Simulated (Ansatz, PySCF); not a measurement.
AsH₄Si, SMILES [AsH][SiH3], multiplicity 2. Atoms are numbered in the order given.

```xyz
6

Si    -1.4245    -0.5562     0.0431
As     0.7526     0.3503    -0.0208
H     -1.6275    -1.3429     1.2896
H     -2.4132     0.5522     0.0068
H     -1.6551    -1.4468    -1.1263
H      1.3451    -1.0574     0.0339
```
Charge 0, spin multiplicity 2.

Coordinates come from a PBE0-D3(BJ)/def2-TZVP optimisation. The isomer is the one that the SMILES or the coordinates give; other isomers of the formula were not compared.

Two levels are set side by side: PBE-D3(BJ)/def2-TZVP (Ansatz, an electronic-structure program) and PBE0-D3(BJ)/def2-TZVP (Ansatz). Each level has its own optimised geometry; the coordinates shown are those of the second. Frequencies come from the Hessian of PySCF at each geometry. Differences are taken from unrounded values.

```
quantity                            PBE0-D3(BJ)  PBE-D3(BJ)  PBE-D3(BJ) minus PBE0-D3(BJ)
----------------------------------  -----------  ----------  ----------------------------
mean bond length (Å)                      1.670       1.681                         0.012
bond Si1–As2 (Å)                          2.359       2.374                         0.015
bond Si1–H3 (Å)                           1.488       1.498                         0.010
bond Si1–H4 (Å)                           1.486       1.495                         0.009
bond Si1–H5 (Å)                           1.488       1.498                         0.010
bond As2–H6 (Å)                           1.528       1.543                         0.014
highest harmonic wavenumber (cm⁻¹)         2233        2170                           -62
mean harmonic wavenumber (cm⁻¹)            1146        1106                           -40
zero-point energy (kcal/mol)              19.66       18.97                         -0.69
```

Exact exchange shortens and stiffens bonds; PBE has none. Differences between two approximate levels are no errors against the true value.
